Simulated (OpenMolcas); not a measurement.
Bi I.

```yaml
Program: OpenMolcas 26.06
Basis: ANO-RCC-VQZP [9s8p6d4f3g]
Scalar_Hamiltonian: DKH2, point nucleus
Active_space: 5 electrons in 9 orbitals (RAS2 6s 6p; RAS3 6d, at most 2 electrons)
State_averaging: 2S+1 = 4 odd, 1 root; 2S+1 = 2 odd, 8 roots; 2S+1 = 4 even, 3 roots (0 in the spin-orbit step)
Spin-orbit_coupling: state interaction with AMFI integrals over the reference wave functions, term energies averaged over their components
```

Two sets of levels on these reference wave functions, in cm-1 above 6s2 6p3 4S* 3/2: one from RASSCF and one from SS-RASPT2, IPEA 0.25 Eh, imaginary shift 0.1 Eh (closed shells correlated: 5d).

| Level | Set 1 | Set 2 |
| --- | --- | --- |
| 6s2 6p3 4S* 3/2 [67 %] | 0.0 | 0.0 |
| 6s2 6p3 2D* 3/2 [65 %] | 11900 | 10400 |
| 6s2 6p3 2D* 5/2 | 16280 | 14140 |
| 6s2 6p3 2P* 1/2 | 23340 | 21210 |
| 6s2 6p3 2P* 3/2 [67 %] | 31820 | 29910 |

Task: Which set is which?

Result: Set 2 is SS-RASPT2. Its levels of the other terms of 6s2 6p3 lie at 0.87 to 0.94 of the other set's values, as expected, since terms of lower spin or lower L gain more correlation energy than the Hund ground term. Against 4 measured levels (NIST Handbook of Basic Atomic Spectroscopic Data) the mean absolute deviation is 1500 cm-1 with it and 1100 cm-1 without; single levels miss by up to 3300 cm-1 with it.

CASPT2 breaks the degeneracy within a term, and the mean is taken; among the terms shown or strongly mixed into the levels shown the widest spread is 38 cm-1 (6s2 6p3 2D*, SS-RASPT2). Some high roots are left out of the spin-orbit mixing, which shifts the levels that they would mix with. Active for correlation alone: 6d; no level in the range computed is led by a configuration that fills it, so any true level of that kind is missing. Spin-orbit splittings of 6p shells tend to come out small when the coupling is added on scalar orbitals. Computed and measured levels are paired by configuration, term and J; levels that our copy of the source lacks, or whose pairing is in doubt (as where it misses far off the trend of its configuration), stay unpaired and out of the deviations. Levels of configurations outside the active space are missing.

A share in square brackets marks a mixed level and gives the weight of the term that names it, the lowest over the columns. * marks odd parity.
